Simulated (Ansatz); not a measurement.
Consider the ligand exchange at the Si–O bond: `OCO[SiH2]O` + `O[SiH](Cl)Cl` → `O[SiH2]O[SiH](Cl)Cl` + `OCO`.

Calculated with Ansatz (gas phase, PBE0-D4/def2-TZVP geometries, no zero-point term in ΔE). CBS: MP2 limit from def2 TZ/QZ plus the TZ coupled-cluster correction, frozen cores. This one scheme is used for every species. DFT in def2-TZVPP. B3LYP here is the variant with VWN-RPA as its local correlation; programs differ in this. One conformer a species, not always the lowest.

```tsv
level	ΔE (eV)
ωB97X-V	-0.18
ωB97M-V	-0.17
B2PLYP	-0.18
PBE0	-0.17
B3LYP	-0.18
SCS-MP2/def2-TZVPP	-0.20
HF/def2-QZVPP	-0.26
CCSD/CBS(def2)	-0.22
```

Task: What does CCSD(T)/CBS give? (Best estimate.)

Result: Ansatz gave: -0.21 eV. The listed levels differ from it by 0.03, 0.04, 0.03, 0.04, 0.03, 0.01, -0.05, -0.01 eV.

Largest T1 diagnostic among the species: 0.012.

The D4 term adds −0.03 eV with B3LYP and −0.02 eV with PBE0; it sums over pairs of atoms, weighted by their polarisabilities, and B3LYP, whose exchange is more repulsive, gets the larger term. In def2-TZVPP, CCSD(T) changes the Hartree–Fock value by +0.06 eV (the triples alone add +0.01 eV) and MP2 by +0.06 eV.
